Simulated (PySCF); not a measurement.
**Heteronuclear NMR**

Bonds (- single, = double, # triple, : aromatic): C1-C2 1.488 Å, C2-C3 1.491 Å, C2=C4 1.352 Å, C4-Cl5 1.740 Å, C4-C6 1.455 Å, C6=O7 1.189 Å, C6-F8 1.360 Å. C1 carries H9, H10, H11; C3 carries H12, H13, H14.

One averaged value for each set of equivalent atoms, gas phase, relativity neglected, one conformer. GIAO PBE0/pcSseg-1 shieldings; coordinates at the GFN2-xTB level; PySCF.

Problem. Predict the $^{19}$F NMR data.

Solution. 
```
atoms           environment  σ (ppm)  δ (ppm)
   F8  fluorine bonded to C    126.3     32.1
```

Shieldings were converted by a linear fit to measured shifts: $^{19}$F (scatter 6.0 ppm rms, 7.0 ppm with the 5 outliers that the fit left out vs CFCl3, solution or neat liquid, with a term for F on sp3 carbon). Occasional misses reach two or three times the rms, and more in compound classes unlike the fitted ones.

On a 500 MHz spectrometer $^{19}$F resonates near 470.5 MHz, so 1 ppm is 470.5 Hz.

Problem. Where does $^{17}$O resonate?

Solution. 
| atoms | environment | σ (ppm) | δ (ppm) |
| --- | --- | --- | --- |
| O7 | carbonyl oxygen | -106.0 | 363.3 |

Shieldings were converted by a linear fit to measured shifts: $^{17}$O (scatter 10.7 ppm rms, 12.2 ppm with the 3 outliers that the fit left out vs liquid water, solution or neat liquid). A few per cent of atoms miss by over 2 rms, more outside the fitted compound classes.

On a 400 MHz spectrometer $^{17}$O resonates near 54.2 MHz, so 1 ppm is 54.2 Hz.
